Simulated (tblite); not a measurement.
Species: C₈H₁₈Si.
Numbering: `[CH2:1]=[C:2]([CH3:3])[SiH2:4][CH2:5][C@@H:6]([CH3:7])[CH2:8][CH3:9]` (hydrogens: H10, H11 on C1; H12, H13, H14 on C3; H15, H16 on Si4; H17, H18 on C5; H19 on C6; H20, H21, H22 on C7; H23, H24 on C8; H25, H26, H27 on C9)

Geometry (GFN2-xTB, Å), atoms numbered from 1 in this order:
```
atom  x, y, z in Å
C1     1.2163    2.4143    0.8726
C2     1.7928    1.2551    0.5868
C3     2.7866    1.1406   -0.5306
Si4    1.3953   -0.3365    1.5293
C5     0.4277   -1.5008    0.3666
C6    -0.6614   -0.8294   -0.4771
C7    -1.1607   -1.8031   -1.5450
C8    -1.8126   -0.3425    0.4081
C9    -2.7313    0.6532   -0.2902
H10    0.5030    2.5120    1.6739
H11    1.4330    3.3192    0.3225
H12    2.9246    2.0915   -1.0429
H13    2.4566    0.3972   -1.2553
H14    3.7490    0.8120   -0.1401
H15    0.6444   -0.0154    2.7491
H16    2.6493   -1.0029    1.9121
H17   -0.0237   -2.3080    0.9467
H18    1.1414   -1.9781   -0.3096
H19   -0.2272    0.0429   -0.9797
H20   -1.9419   -1.3534   -2.1528
H21   -1.5615   -2.7016   -1.0783
H22   -0.3477   -2.0968   -2.2066
H23   -2.3938   -1.2041    0.7462
H24   -1.3921    0.1405    1.2920
H25   -2.1647    1.5224   -0.6178
H26   -3.5103    0.9897    0.3904
H27   -3.2111    0.2085   -1.1583
```

Calculated harmonic vibrations of the isolated species, GFN2-xTB (tblite), most abundant isotopes, no scaling. The method is semi-empirical: single wavenumbers can be off by several per cent or more. Modes of hydrogen on silicon can be 10 to 20 % off. One conformer, not necessarily the lowest.

Harmonic wavenumbers (cm⁻¹): 26.2, 35.0, 46.6, 75.8, 123.9, 139.7, 187.3, 208.1, 246.2, 255.4, 269.0, 332.2, 375.6, 395.4, 426.1, 439.2, 502.8, 572.1, 636.7, 670.4, 695.9, 754.4, 788.6, 801.6, 810.1, 878.0, 908.6, 965.9, 966.8, 990.9, 1012.2, 1027.9, 1039.1, 1066.8, 1088.8, 1137.0, 1166.2, 1211.5, 1220.8, 1256.6, 1266.7, 1314.2, 1341.4, 1366.6, 1399.7, 1411.9, 1417.6, 1426.2, 1479.5, 1484.3, 1488.3, 1491.1, 1502.6, 1503.9, 1508.0, 1515.0, 1686.8, 2195.7, 2217.9, 2920.1, 2955.1, 2966.0, 2976.7, 2986.5, 2999.7, 3011.8, 3017.6, 3018.0, 3022.9, 3029.2, 3031.4, 3037.6, 3043.6, 3057.8, 3106.3.

A = 1675, B = 810.3, C = 722.4 MHz; mass 142.118 u (most abundant isotopes); point group C1, symmetry number 1.

Problem. Zero-point energy?

Solution. ½Σν̃ = 51475 cm⁻¹ = 147.17 kcal/mol.

Problem. Give the ideal-gas entropy at 298.15 K and 1 bar in the rigid-rotor, harmonic-oscillator model (classical rotation).

Solution. Translation 40.79, rotation 30.17, vibration 45.31: S = 116.3 cal/(mol K).

Problem. And Cp and H(298.15 K) − H(0)?

Solution. Cp = 50.29 cal/(mol K), of which vibrations give 42.34 (their classical limit is 75 R = 149.0); H(298.15 K) − H(0) = 9.00 kcal/mol without the zero-point energy, 6.63 from vibrations.

Problem. What must be added to the electronic energy to get the Gibbs energy at 298.15 K and 1 bar?

Solution. ZPE + [H(298.15 K) − H(0)] − T·S = 147.17 + 9.00 − 34.67 = 121.50 kcal/mol.

Problem. Which modes carry the vibrational entropy at 298.15 K?

Solution. 26.2 cm⁻¹: 6.10; 35.0 cm⁻¹: 5.52; 46.6 cm⁻¹: 4.96; 75.8 cm⁻¹: 4.00; 123.9 cm⁻¹: 3.04; 139.7 cm⁻¹: 2.81 cal/(mol K); the other 69 give 18.89 together.

Problem. Blend soft modes into free rotors: weight 1/[1 + (100 cm⁻¹/ν̃)⁴] for the oscillator and the rest for a rotor with moment μB/(μ + B), μ = h/(8π²ν), B = 10⁻⁴⁴ kg m². What vibrational entropy results?

Solution. 39.72 cal/(mol K) in place of 45.31, which changes −T·S at 298.15 K by +1.67 kcal/mol.

Problem. How do the functions run with temperature in this model?

Solution. 
```csv
T (K),S (cal/(mol K)),Cp (cal/(mol K)),H − H(0) (kcal/mol),G − H(0) (kcal/mol),ln q(vib)
50,64.3,16.8,0.62,-2.60,1.57
100,78.2,24.1,1.64,-6.18,3.76
373.15,128.7,60.4,13.16,-34.86,14.40
500,148.6,75.9,21.83,-52.45,19.01
750,184.0,98.7,43.85,-94.13,27.75
1000,214.6,114.1,70.56,-144.04,35.93
```

q(vib) and H(0) count from the zero-point level.

Hindered rotation and anharmonicity are outside this model. Other conformers, if any are populated, would add a mixing term that is left out. The structure is chiral; the term R ln 2 for an equal mix with its mirror image is left out.
